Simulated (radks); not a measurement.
Effect of the nuclear size on the dysprosium ion Dy15+, [Kr] 4d10 4f5. Calculated with a radial shooting solver on a logarithmic mesh with Libxc functionals: Dirac Kohn-Sham, exchange-only LDA, spin-unpolarised, spherical densities, finite nucleus; open shells are shared between the two j in proportion to 2j + 1; Fermi nuclear charge, rms radius 5.2218 fm. The rms radius is varied about that value; shifts are against it.

| rms radius (fm) | total energy shift (eV) | density at nucleus (e/bohr^3) | 1s1/2 shift (meV) | 2s1/2 shift (meV) | 4s1/2 shift (meV) | 4p1/2 shift (meV) | 5s1/2 (empty) shift (meV) | 4f7/2 shift (meV) |
|---|---|---|---|---|---|---|---|---|
| 4.3132 | -8.35 | 7.759e+05 | -3430 | -450 | -24.1 | 0.160 | -6.67 | 0.450 |
| 5.0234 | -1.92 | 7.445e+05 | -791 | -104 | -5.55 | 0.037 | -1.54 | 0.104 |
| 5.2218 | 0 | 7.367e+05 | 0.000 | 0.000 | 0.000 | 0.000 | 0.000 | 0.000 |
| 5.5299 | 3.09 | 7.253e+05 | 1270 | 167 | 8.93 | -0.058 | 2.47 | -0.167 |
| 6.0991 | 9.14 | 7.062e+05 | 3760 | 493 | 26.4 | -0.172 | 7.30 | -0.492 |

Slopes of the eigenvalues against <r^2> in GHz/fm^2, as finite differences over the two radii next to the reference (eigenvalue slopes, not the field-shift constants of lines): 1s1/2 93300, 2s1/2 12200, 4s1/2 655, 4p1/2 -4.29, 5s1/2 (empty) 181, 4f7/2 -12.2.
